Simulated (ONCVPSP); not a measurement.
**gallium (Ga): one change to an ONCV potential, before and after**

- Element: Ga
- Generator: ONCVPSP 4.0.1
- Type: optimised norm-conserving Vanderbilt (ONCV)
- Functional: PBE
- Relativity: fully relativistic
- Frozen core: [Ne]
- Valence charge: 21
- Reference configuration: 3s2 3p6 3d10 4s1.75 4p1.25
- Partial waves: 3s+4s: rc 1.15 bohr, ncon 4, nbas 8, qcut 10.4 1/bohr, 2 projectors; 3p+4p: rc 1.40 bohr, ncon 4, nbas 7, qcut 7.6 1/bohr, 2 projectors; 3d: rc 1.45 bohr, ncon 3, nbas 7, qcut 10.4 1/bohr, 2 projectors, debl 1.9 Ha; f scattering state at 0.43 Ha: rc 1.15 bohr, ncon 4, nbas 7, qcut 9.1 1/bohr, local
- Local potential: the f channel
- Core correction: Teter function, fcfact 5.75, rcfact 1.35

Open shells are filled in proportion to 2j + 1.

Change: scalar-relativistic.

Cutoffs: the cutoffs (Ha) at which the residual kinetic energy of the hardest occupied pseudo-wave falls to 1 and 0.1 mHa per electron; they do not see the model core or the augmentation charge, which bear on the density cutoff. Errors are all-electron minus pseudo energies relative to the spin-unpolarised reference configuration.

Q: How do hardness, ghosts and transferability respond?

A: The potential gets neither clearly harder nor softer (57 Ha and 79 Ha → 55 Ha and 78 Ha); of the 4 tests that both files solve, the error grows in 3 and shrinks in 0 by more than 15 % and 0.3 meV (median size 0.2 → 0.7 meV); neither file shows a bound ghost.

| quantity | base | changed |
| --- | --- | --- |
| cutoff, loose | 57 Ha | 55 Ha |
| cutoff, tight | 79 Ha | 78 Ha |
| loose cutoff by channel | s 36 Ha, p 57 Ha, d 45 Ha | s 36 Ha, p 55 Ha, d 45 Ha |
| bound ghosts | none | none |
| GHOST(+) flags under 300 eV | none | none |
| error for 3s2 3p6 3d10 4s2 4p1, meV [ΔE -1.60 eV] | -0.1 | +0.1 |
| error for 3s2 3p6 3d10 4s2 4p0, meV [ΔE 4.09 eV] | 0.0 | -0.5 |
| error for 3s2 3p6 3d10 4s1 4p0, meV [ΔE 25.22 eV] | +0.3 | -2.7 |
| error for 3s2 3p6 3d10 4s1 4p2, meV [ΔE 4.93 eV] | -0.5 | -1.0 |
| s: phases at 1.17 bohr within 0.05 rad from the reference energy up to (Ha; the scan ends near 5) | to the end of the scan | to the end of the scan |
| rms error of d²Exc/dni dnj with the model core, mHa | 4.85 | 1.76 |
